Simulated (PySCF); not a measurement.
Species: (HZn-mu-F)2 (singlet state).
Cartesian coordinates in Å at the PBE0-D3(BJ)/def2-SVP level; atoms count from 1:
```xyz
6
F2H2Zn2 angstrom
Zn     1.4675    0.0802    0.2142
H      2.9759    0.1861    0.4566
F     -0.1039   -0.7150    1.0136
Zn    -1.4456   -0.1144   -0.2404
H     -2.9570   -0.2078   -0.4687
F      0.1262    0.6748   -1.0445
```

Method: PBE0-D3(BJ)/def2-SVP geometry optimisation, gas phase in PySCF 2.14.0.

Masses are those of the commonest isotopes; rigid-rotor values at the optimised geometry. The values belong to one conformer.

(1) Give the principal moments of inertia and the rotational constants in MHz.

(2) Classify the top.

(3) What does the inertial defect say?

(4) List the rotational levels J(Ka,Kc) to J = 5 (K).

Results:

(1) Ia = 59.09, Ib = 297.32, Ic = 356.41 u·Å²; 505379 MHz·u·Å²/I gives A = 8553, B = 1700, C = 1418 MHz.

(2) A near-prolate asymmetric top. Ray's parameter κ = (2B − A − C)/(A − C) = -0.921; −1 is the prolate and +1 the oblate limit.

(3) Planar: Δ = Ic − Ia − Ib = 0.00 u·Å². For a rigid frame Δ = −2 Σ m c², so it vanishes when all atoms lie in the ab plane; here none is more than 0.01 Å from it.

(4) Above 0(0,0), as E/k:
J = 1: 1(0,1) 0.150, 1(1,1) 0.479, 1(1,0) 0.492
J = 2: 2(0,2) 0.448, 2(1,2) 0.764, 2(1,1) 0.805, 2(2,1) 1.792, 2(2,0) 1.792
J = 3: 3(0,3) 0.896, 3(1,3) 1.193, 3(1,2) 1.274, 3(2,2) 2.240, 3(2,1) 2.242, 3(3,1) 3.919, 3(3,0) 3.919
J = 4: 4(0,4) 1.490, 4(1,4) 1.763, 4(1,3) 1.898, 4(2,3) 2.839, 4(2,2) 2.845, 4(3,2) 4.518, 4(3,1) 4.518, 4(4,1) 6.867, 4(4,0) 6.867
J = 5: 5(0,5) 2.230, 5(1,5) 2.476, 5(1,4) 2.679, 5(2,4) 3.586, 5(2,3) 3.600, 5(3,3) 5.268, 5(3,2) 5.268, 5(4,2) 7.616, 5(4,1) 7.616, 5(5,1) 10.636, 5(5,0) 10.636
The levels of one J sum to (2J + 1)J(J + 1)(A + B + C)/3.

The point group D2h allows no dipole (computed: 0.02 D), so a rigid rotor has no electric-dipole lines.

Question: Estimate the classical rotational partition function at 10 K, 25 K and 298.15 K.

Answer: Point group D2h, symmetry number σ = 4; q = (√π/σ)·√((kT/h)³/(ABC)), k/h = 20836.6 MHz/K: 294 at 10 K, 1160 at 25 K, 47800 at 298.15 K.

PBE0-D3(BJ)/def2-SVP frequencies: not computed here. Constants of a rigid frame at the computed geometry: no zero-point averaging, no centrifugal distortion.
